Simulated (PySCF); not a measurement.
Mg(2+) (magnesium, charge +2) across methods

[Ne], closed-shell 1S. Computed with PySCF 2.14 in dyall-acv3z, with scalar relativity by spin-free X2C-1e.

| method | E (hartree) | mean ε 1s (eV) | mean ε 2s (eV) | mean ε 2p (eV) | Σ⟨r²⟩ (bohr²) | ⟨S²⟩ |
| --- | --- | --- | --- | --- | --- | --- |
| LDA | -198.5952 | -1273.5 | -99.447 | -66.836 | 4.812 | 0.000 |
| wB97X-V | -199.5185 | -1297.0 | -107.72 | -72.955 | 4.776 | 0.000 |
| UHF | -199.13673 | -1356.6 | -122.34 | -81.784 | 4.710 | 0.000 |
| r2SCAN | -199.5299 | -1288.8 | -102.92 | -67.988 | 4.750 | 0.000 |
| wB97M-V | -199.5380 | -1302.8 | -108.59 | -73.132 | 4.771 | 0.000 |
| CAM-B3LYP | -199.5394 | -1297.9 | -106.72 | -72.183 | 4.790 | 0.000 |
| PBE0 | -199.4430 | -1299.1 | -105.85 | -70.761 | 4.767 | 0.000 |
| PBE | -199.4222 | -1279.8 | -99.949 | -66.694 | 4.798 | 0.000 |
